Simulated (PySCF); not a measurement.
**[Eu(OH)4]− at several levels of theory**

Computed with PySCF 2.14.0 (density fitting, no spin-orbit coupling) at the geometry relaxed with PBE0:

```xyz
9
[Eu(OH)4]− (singlet in the valence; each metal's 4f electrons, 6 of them, lie in its core potential, out of spins and levels)
Eu    0.0000    0.0000    0.0000
O     1.3650    1.1002    1.2420
H     1.9401    1.6277    1.7902
O    -1.3650   -1.1002    1.2420
H    -1.9401   -1.6277    1.7902
O     1.1002   -1.3650   -1.2420
H     1.6277   -1.9401   -1.7902
O    -1.1002    1.3650   -1.2420
H    -1.6277    1.9401   -1.7902
```

```
level                                                 basis    state  HOMO (eV)  gap (eV)  charge on Eu1 (e)  population of f-type functions on Eu1 (polarisation alone where 4f lies in the core)  dipole about the centre of mass (D)  largest force component (eV/Å)
 PBE0     Eu lcecp-1-SVP with ECP52, O def2-SVP, H def2-SVP  singlet      -2.33      6.40               0.81                                                                                  0.10                                 0.00                            0.00
TPSSh                                              the same  singlet      -1.40      5.29               0.77                                                                                  0.10                                 0.00                            0.20
 PBE0  Eu lcecp-1-TZVP with ECP52, O def2-TZVP, H def2-TZVP  singlet      -2.76      6.57               1.50                                                                                  0.11                                 0.00                            0.22
```

In the lcecp rows the 4f levels are missing from HOMO and gap, and the state counts the valence alone.

Charges are Mulliken's, which hang on the basis. The relaxation used the grid (50, 194), these runs (75, 302) or, all-electron (x2c bases, spin-free X2C Hamiltonian), (99, 590).

Problem. What does B3LYP with Eu lcecp-1-SVP with ECP52, O def2-SVP, H def2-SVP give here?

Solution. state singlet, HOMO (eV) -2.03, gap (eV) 5.83, charge on Eu1 (e) 0.72, population of f-type functions on Eu1 (polarisation alone where 4f lies in the core) 0.10, dipole about the centre of mass (D) 0.00, largest force component (eV/Å) 0.13. Time: 8.2 s on 2 threads of Intel(R) Xeon(R) CPU @ 2.60GHz (Ice Lake) (shared host), from an already converged density.

An lcecp potential fixes the number of 4f electrons, so in runs with it no electron can move into or out of that shell.
